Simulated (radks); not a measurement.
All-electron atom: Pb3+ in [Xe] 4f14 5d9.5 6s1 7s0.5 (fractional occupations, a model configuration). Calculated with a radial shooting solver on a logarithmic mesh with Libxc functionals: scalar-relativistic Kohn-Sham, PBEsol, spin-polarised, spherical densities, point nucleus; open shells are filled with parallel spins first (spin-orbit coupling, left out, can overturn this in heavy ions).

Local quantities along the radius. ELF = 1/(1 + alpha^2) is the electron localisation function; alpha = (tau - tau_W)/tau_unif compares the Pauli kinetic energy density with that of the uniform gas (summed over spins); -r V(r) is the screened charge that the Kohn-Sham potential of spin up presents (atomic units). tau is taken from the large components.

r (bohr)     ELF     alpha  -r V(r)
0.0009847  1.000   0.02217    81.50
0.001356   0.999   0.02468    81.30
0.001867   0.999   0.02873    81.02
0.002551   0.999   0.03520    80.64
0.003513   0.998   0.04668    80.12
0.0048     0.995   0.06744    79.43
0.00661    0.988    0.1110    78.50
0.00903    0.958    0.2081    77.30
0.01244    0.828    0.4558    75.71
0.01713    0.501    0.9987    73.65
0.0234     0.333     1.415    71.10
0.03222    0.513    0.9753    67.88
0.04402    0.729    0.6096    64.02
0.06062    0.649    0.7350    59.24
0.08348    0.358     1.338    53.64
0.114      0.531    0.9396    47.51
0.157      0.708    0.6422    40.65
0.2146     0.355     1.347    33.62
0.2955     0.484     1.032    26.43
0.4069     0.714    0.6322    19.71
0.5559     0.430     1.152    14.32
0.7655     0.411     1.196    10.16
1.046      0.672    0.6991    7.223
1.44       0.521    0.9595    5.322
1.968      0.311     1.488    4.375
2.71       0.057     4.076    3.803
3.731      0.065     3.792    3.602
5.098      0.950    0.2287    3.503
7.02       0.999   0.02805    3.375
9.591      1.000  0.007284    3.155

On this mesh the ELF has minima near r = 0.023, 0.083, 0.25, 0.65, 3.2 bohr, which separate the shells, and maxima near 0.052 (0.73), 0.16 (0.71), 0.41 (0.71), 1.0 (0.67).

Self-consistent cycle (total energy in hartree, residual of the potential): 1: -20844.21095, 2e+01; 2: -20868.22872, 1e+01; 3: -20873.83437, 1e+00; 4: -20873.67300, 1e+00; 5: -20873.74823, 4e-02; 6: -20873.75443, 2e-02; 7: -20873.75450, 1e-02; 8: -20873.75455, 2e-03; 9: -20873.75456, 2e-04; 10: -20873.75456, 2e-04; 11: -20873.75456, 4e-06; 12: -20873.75456, 3e-06; 13: -20873.75456, 1e-07; 14: -20873.75456, 1e-08.
